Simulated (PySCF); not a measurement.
Species: C5H9FSSi.
Atom-mapped SMILES: `[CH3:1][S:2][SiH2:3][C:4]1=[CH:5][CH2:6][C@@H:7]1[F:8]`

Definitions: NICS(0) = −σiso at the ring centroid; NICS(1) = −σiso and NICS(1)zz = −σzz at ±1 Å along the ring normal z. Level: GIAO PBE0/pcSseg-1 (PySCF, non-relativistic, gas phase) on the GFN2-xTB geometry, one conformer.

Ring bond lengths (Å), with Mayer bond orders in brackets: C4–C5 1.340 (1.74), C5–C6 1.501 (1.05), C6–C7 1.546 (1.03), C7–C4 1.517 (0.98).

Question: Give the NICS values of each ring in ppm.

Answer: 
```
       ring                                                    type  NICS(0)  NICS(1), two faces  NICS(1)zz, two faces  rms pucker (Å)  centre to ring atoms, mean (Å)
C4–C5–C6–C7  4-membered carbocycle; formal bonds 1 double, 3 single      3.6         -3.8 / -1.1            -0.8 / 4.6            0.01                            1.04
```

Question: What do they say, and how far can they be read as aromaticity?

Answer: 
- C4–C5–C6–C7: mean NICS(1)zz 1.9 ppm, near zero. C6, C7 have four or more neighbours, and the NICS criterion for π rings isn't applied. The two faces differ by 5.4 ppm, so no symmetry operation interchanges them. NICS(0) lies 6 ppm above the mean NICS(1).

Question: What are the shieldings of the ring atoms and their hydrogens in the same run (means over atoms taken as equivalent)?

Answer: 
```json
{"atoms": "C4", "environment": "fully substituted alkene carbon", "σ isotropic (ppm)": "27.7", "principal values of the symmetric part, first atom (ppm)": "-86.6, 26.3, 143.3"}
{"atoms": "C5", "environment": "alkene CH carbon", "σ isotropic (ppm)": "19.7", "principal values of the symmetric part, first atom (ppm)": "-112.0, 11.5, 159.6"}
{"atoms": "C6", "environment": "allylic carbon", "σ isotropic (ppm)": "142.3", "principal values of the symmetric part, first atom (ppm)": "132.8, 139.3, 154.8"}
{"atoms": "C7", "environment": "sp3 C–F carbon", "σ isotropic (ppm)": "95.2", "principal values of the symmetric part, first atom (ppm)": "62.0, 83.5, 140.0"}
{"atoms": "H on C5", "environment": "vinylic hydrogen", "σ isotropic (ppm)": "24.32", "principal values of the symmetric part, first atom (ppm)": "21.1, 24.5, 27.4"}
{"atoms": "H on C6", "environment": "methylene hydrogen", "σ isotropic (ppm)": "28.60", "principal values of the symmetric part, first atom (ppm)": "25.6, 26.6, 33.6"}
{"atoms": "H on C6", "environment": "methylene hydrogen", "σ isotropic (ppm)": "28.73", "principal values of the symmetric part, first atom (ppm)": "25.8, 27.6, 32.8"}
{"atoms": "H on C7", "environment": "methine hydrogen", "σ isotropic (ppm)": "26.30", "principal values of the symmetric part, first atom (ppm)": "23.5, 25.4, 30.0"}
```

The run took 60 s wall on an Arm Neoverse N1 with one thread, shared host with 64 logical CPUs at a one-minute load of 59, and the process peaked at 0.86 GiB of memory. This is the whole shielding run at PBE0/pcSseg-1, SCF included.

The values belong to the conformer `[CH3:1][S:2][SiH2:3][C:4]1=[CH:5][CH2:6][C@@H:7]1[F:8]`: C1–S2–Si3–C4 57°, S2–Si3–C4–C5 69°.
